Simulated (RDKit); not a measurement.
A run for RDKit: UFF on disilazane (SMILES [SiH3]N[SiH3]), a point of a torsion scan.

```python
from rdkit import Chem
from rdkit.Chem import AllChem, rdDetermineBonds

blocks = [
'''10

Si    1.40456990    0.24566305    0.36951911
N     0.60596691   -0.15505772   -1.11360310
Si    0.46442623   -1.66477120   -1.95021256
H     2.37988278   -0.81015342    0.61763016
H     2.03423231    1.55578100    0.18387233
H     0.44126268    0.31598842    1.47636227
H     0.00259169    0.57285971   -1.46193306
H    -0.00832919   -1.33172785   -3.29508603
H    -0.49185489   -2.56062756   -1.28699339
H     1.78830427   -2.28242144   -1.97174454
''',
]
mol = None
for b in blocks:
    f = Chem.MolFromXYZBlock(b)
    rdDetermineBonds.DetermineBonds(f, charge=0)
    mol = f if mol is None else Chem.CombineMols(mol, f)
Chem.SanitizeMol(mol)
print(Chem.MolToSmiles(Chem.RemoveHs(mol)))
ff = AllChem.UFFGetMoleculeForceField(mol, vdwThresh=100.0, ignoreInterfragInteractions=False)
e = ff.CalcEnergy()
print(f'UFF energy {e:.6f} kcal/mol')
```

Output:

```
[SiH3]N[SiH3]
UFF energy 20.016218 kcal/mol
```

The run finished.

Cost: around 0.020 core-seconds (rough).
